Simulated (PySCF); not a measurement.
**Broadened absorption spectrum of SiH2Me(OAc)**

Compound: SiH2Me(OAc), C3H8O2Si.
SMILES: `[H][Si]([H])(C)OC(C)=O`

Method: TDDFT wB97X-D/def2-SVPD, vertical, gas phase, core orbitals frozen in the response (PySCF). Isolated species at its PBE0-D3(BJ)/def2-SVP geometry (one conformer only).

Computed states:

| state | E (eV) | f |
| --- | --- | --- |
| S1 | 5.89 | 0.0007 |
| S2 | 7.90 | 0.023 |
| S3 | 8.24 | 0.105 |
| S4 | 8.31 | 0.0017 |
| S5 | 8.41 | 0.0055 |
| S6 | 8.63 | 0.056 |
| S7 | 8.80 | 0.105 |
| S8 | 8.81 | 0.051 |
| S9 | 8.95 | 0.027 |
| S10 | 9.01 | 0.027 |

Broadening: Gaussians 0.4 eV wide at half height, area fixed by f = 4.319×10⁻⁹ ∫ε dν̃. The cross-section is σ = 3.8235×10⁻²¹ ε cm², given in Mb (10⁻¹⁸ cm²). The width is an assumption, not a result. The curve ends short of the highest state used, and states not computed would add to its high-energy end.

(1) Give the broadened spectrum and its maxima.

(2) On this curve, what absorbance would a 10⁻³ mol/L sample give at 222 nm over a 1 cm path?

(3) Coming from long wavelengths, where does ε first pass 100 L mol⁻¹ cm⁻¹?

Results:

(1) 
```csv
E (eV),σ (Mb)
5.29,0.00
5.36,0.00
5.43,0.00
5.50,0.01
5.58,0.04
5.65,0.07
5.72,0.11
5.79,0.16
5.87,0.18
5.94,0.17
6.01,0.14
6.08,0.10
6.16,0.05
6.23,0.02
6.30,0.01
6.37,0.00
6.45,0.00
6.52,0.00
6.59,0.00
6.66,0.00
6.74,0.00
6.81,0.00
6.88,0.00
6.95,0.00
7.03,0.00
7.10,0.00
7.17,0.00
7.24,0.00
7.32,0.02
7.39,0.06
7.46,0.20
7.53,0.53
7.61,1.35
7.68,2.58
7.75,4.31
7.83,6.76
7.90,9.41
7.97,12.94
8.04,17.74
8.12,24.14
8.19,28.76
8.26,30.69
8.33,29.78
8.41,27.82
```

Maxima: 211 nm (5.89 eV), ε about 48, made up of S1 (100%); 150 nm (8.27 eV), ε about 8000, made up of S3 (88%) (ε in L mol⁻¹ cm⁻¹; maxima over ε = 5, shares over 10%).

(2) 222 nm is 5.585 eV, where ε is about 9.9 L mol⁻¹ cm⁻¹, so A = ε c l ≈ 0.0099 (Beer–Lambert, with the gas-phase spectrum and the assumed width).

(3) At about 165 nm (7.51 eV), 1.62 eV above S1.

All these states lie below the vertical ionisation energy of 10.44 eV (ΔSCF).
